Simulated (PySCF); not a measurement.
Si(H)(Br)(Me)2, SMILES [SiH](C)(Br)C, PBE0/def2-SVP optimised geometry.

```
11

Si    -0.87    -0.18     0.00
C      1.00    -0.18     0.00
C     -1.59    -1.16     1.43
Br    -1.58    -1.12    -1.92
H     -1.39     1.21     0.00
H      1.38     0.29     0.92
H      1.39     0.38    -0.86
H      1.39    -1.21    -0.05
H     -2.69    -1.16     1.39
H     -1.28    -0.71     2.38
H     -1.24    -2.20     1.40
```

Density from PySCF with PBE0/def2-TZVP at that geometry.

Minimum of the electron density along straight lines between bonded atoms, close to the bond critical point (lines longer than 1.1 times the sum of covalent radii, or with two minima, are not listed):

```json
[
 {"bond": "Si1–C2", "length / Å": "1.870", "ρ at the minimum / e bohr⁻³": "0.124", "∇²ρ there / e bohr⁻⁵": "0.18", "position (fraction from the first atom)": "0.39"},
 {"bond": "Si1–C3", "length / Å": "1.870", "ρ at the minimum / e bohr⁻³": "0.124", "∇²ρ there / e bohr⁻⁵": "0.18", "position (fraction from the first atom)": "0.39"},
 {"bond": "Si1–Br4", "length / Å": "2.248", "ρ at the minimum / e bohr⁻³": "0.084", "∇²ρ there / e bohr⁻⁵": "0.08", "position (fraction from the first atom)": "0.35"},
 {"bond": "Si1–H5", "length / Å": "1.493", "ρ at the minimum / e bohr⁻³": "0.122", "∇²ρ there / e bohr⁻⁵": "___", "position (fraction from the first atom)": "0.49"},
 {"bond": "C2–H6", "length / Å": "1.102", "ρ at the minimum / e bohr⁻³": "0.265", "∇²ρ there / e bohr⁻⁵": "-0.86", "position (fraction from the first atom)": "0.64"},
 {"bond": "C2–H7", "length / Å": "1.100", "ρ at the minimum / e bohr⁻³": "0.267", "∇²ρ there / e bohr⁻⁵": "-0.88", "position (fraction from the first atom)": "0.64"},
 {"bond": "C2–H8", "length / Å": "1.101", "ρ at the minimum / e bohr⁻³": "0.267", "∇²ρ there / e bohr⁻⁵": "-0.87", "position (fraction from the first atom)": "0.64"},
 {"bond": "C3–H9", "length / Å": "1.100", "ρ at the minimum / e bohr⁻³": "0.267", "∇²ρ there / e bohr⁻⁵": "-0.88", "position (fraction from the first atom)": "0.64"},
 {"bond": "C3–H10", "length / Å": "1.102", "ρ at the minimum / e bohr⁻³": "0.265", "∇²ρ there / e bohr⁻⁵": "-0.86", "position (fraction from the first atom)": "0.64"},
 {"bond": "C3–H11", "length / Å": "1.101", "ρ at the minimum / e bohr⁻³": "0.267", "∇²ρ there / e bohr⁻⁵": "-0.87", "position (fraction from the first atom)": "0.64"}
]
```

Question: Fill in the missing entries.

Answer: 
- Si1–H5, ∇²ρ there / e bohr⁻⁵: 0.14
